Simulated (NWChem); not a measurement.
# GaNH₂F₂; SMILES [NH2][Ga]([F])[F]

```xyz
6

Ga    -0.0019    -0.0083     0.0000
F      0.0030    -0.9343     1.4744
F      0.0030    -0.9343    -1.4744
N      0.0105     1.7748     0.0000
H     -0.0340     2.3265    -0.8463
H     -0.0340     2.3265     0.8463
```
Atoms are numbered in this order, from 1.

Program: NWChem. Pople sets run with spherical d functions. The geometry was optimised at PBE0/def2-SVP. Vertical excitations in the gas phase; the lowest state need not have the same character in each row.

For level B3LYP/6-31G*, full TDDFT:

| Property | Value |
|---|---|
| lowest excitation, singlet (eV) | 5.11 |
| oscillator strength of that lowest state | 0.029 |
| lowest triplet (eV) | 4.56 |
| orbital gap (eV) | 6.27 |

Q: Estimate the same quantities for level BHandHLYP/6-31G*, full TDDFT.

A: 
| Item | Result |
|---|---|
| lowest excitation, singlet (eV) | 5.85 |
| oscillator strength of that lowest state | 0.041 |
| lowest triplet (eV) | 5.18 |
| orbital gap (eV) | 9.11 |
